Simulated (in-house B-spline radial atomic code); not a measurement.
Whole-atom quantities along the 43-electron series, configuration [Kr] 4d7. Computed with a radial B-spline atomic code at the basis-set limit: non-relativistic Hartree-Fock, average of the configuration, point nuclei.

This level leaves out relativity, spin-orbit splitting included, which matters for heavy ions.

| ion | Z | E/Z² (Eh) | Σ<r²> (bohr²) | n(0)/Z³ (bohr⁻³) | Lamb diamagnetic shielding (ppm) | repulsion over attraction |
| --- | --- | --- | --- | --- | --- | --- |
| Tb22+ | 65 | -2.6103 | 6.2606 | 0.71233 | 6866.35 | 0.12275 |
| Dy23+ | 66 | -2.6214 | 5.9619 | 0.7128 | 6989.73 | 0.12126 |
| Ho24+ | 67 | -2.6323 | 5.685 | 0.71326 | 7113.1 | 0.11979 |
| Er25+ | 68 | -2.6428 | 5.4275 | 0.71372 | 7236.45 | 0.11836 |
| Tm26+ | 69 | -2.6531 | 5.1878 | 0.71416 | 7359.79 | 0.11695 |
| Yb27+ | 70 | -2.6632 | 4.9641 | 0.71459 | 7483.12 | 0.11558 |
| Lu28+ | 71 | -2.673 | 4.755 | 0.71501 | 7606.44 | 0.11423 |
| Hf29+ | 72 | -2.6826 | 4.5592 | 0.71542 | 7729.74 | 0.11291 |
| Ta30+ | 73 | -2.692 | 4.3757 | 0.71582 | 7853.04 | 0.11162 |

Problem. With what power of Z does the column «Σ<r²> (bohr²)» change over this range?

Solution. A fit of the logarithm of its size against log Z from Z = 65 to 73 has slope -3.08. Unscreened non-relativistic hydrogenic orbitals would give -2.
